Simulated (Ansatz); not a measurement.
Consider the hydrogenolysis of the Sn–O bond: `[F][Sn]([F])([F])[O][SiH3]` + H₂ → `[F][SnH]([F])[F]` + `O[SiH3]`.

Calculated with Ansatz (gas phase, PBE0-D4/def2-TZVP geometries, no zero-point term in ΔE). CBS: MP2 limit from def2 TZ/QZ plus the TZ coupled-cluster correction, frozen cores. This one scheme is used for every species. DFT in def2-TZVPP. def2 core potentials past Kr. For Sn outer-core shells are correlated without core-valence functions, which leaves a few kJ/mol of doubt a bond. One conformer a species, not always the lowest.

```
             level  ΔE (kJ/mol)
              PBE0        -16.1
           LC-ωPBE        -11.5
SCS-MP2/def2-TZVPP          4.6
     HF/def2-QZVPP         -7.4
```

**Question.** What does CCSD(T)/CBS give? (Best estimate.)

**Answer.** Ansatz gave: +6.2 kJ/mol. The listed levels differ from it by -22.3, -17.7, -1.6, -13.6 kJ/mol.

Largest T1 diagnostic among the species: 0.015.

Leaving LDA and LC-ωPBE aside and taking each functional with its dispersion term where it has one, the values, not all of them listed here, spread over 11.3 kJ/mol, from PBE0-D4 to BLYP-D4. LDA lies −7.9 kJ/mol from PBE without D4. In def2-TZVPP, CCSD(T) changes the Hartree–Fock value by +11.9 kJ/mol (the triples alone add +4.7 kJ/mol) and MP2 by +16.8 kJ/mol.
